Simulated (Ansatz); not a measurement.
The same path of CH7NSi + H4Si (15 atoms, charge 0, multiplicity 1) was run twice with different band settings. Lost on the way: Si1–C2, H6–Si7. Made: Si1–Si7, C2–H6.

Level of theory: Ansatz 0.2.0, RKS PBE-D4/6-31G*.

Relaxed end points:

```xyz
15
Properties=species:S:1:pos:R:3
Si -1.416 0.104 -0.298
C -1.519 -0.447 1.502
H -0.600 -0.930 -1.050
H -2.770 0.131 -0.950
N -0.821 1.751 -0.373
H 1.809 -0.199 0.619
Si 2.509 -0.620 -0.640
H -0.523 -0.444 1.978
H -2.175 0.225 2.078
H -1.917 -1.473 1.575
H -0.948 2.242 -1.260
H 0.127 1.918 -0.029
H 2.114 0.298 -1.756
H 2.140 -2.030 -0.976
H 3.990 -0.524 -0.420
```

```xyz
15
Properties=species:S:1:pos:R:3
Si -0.366 0.125 -1.595
C -0.852 -0.344 2.416
H -0.485 0.191 -3.103
H -1.491 -0.750 -1.122
N -0.505 1.646 -0.725
H -0.691 0.427 1.646
Si 1.713 -0.826 -1.060
H -0.220 -0.133 3.293
H -1.910 -0.352 2.721
H -0.585 -1.330 2.005
H -1.417 2.109 -0.746
H 0.229 2.339 -0.885
H 2.819 0.148 -1.366
H 1.959 -2.065 -1.875
H 1.801 -1.185 0.395
```

Common settings: movable images 5; climbing image yes; spring 5.0 eV/Å²; optimiser quadratic models (default); force threshold 0.03 eV/Å; iteration limit 60; end points relaxed.

| run | start path |
| --- | --- |
| 1 | through a guess of the saddle point |
| 2 | straight line |

What does each run give, and how far can it be trusted?

Run 1: converged after 20 iterations, highest image 2.683 eV above the first end. Neighbouring images differ by up to 2.6 eV, so the band resolves the path poorly. A vibrational analysis at the climbing image gives one clearly imaginary mode, 1190i cm⁻¹: a first-order saddle point.
Run 2: converged after 26 iterations, highest image 2.683 eV above the first end. Neighbouring images differ by up to 2.6 eV, so the band resolves the path poorly. Another band between the same ends (5 images) ends at a top of the same energy, where a vibrational analysis finds 1 clearly imaginary mode.
The orbitals stay closed-shell, which can raise the energy where a bond breaks towards radicals; this wasn't checked here.
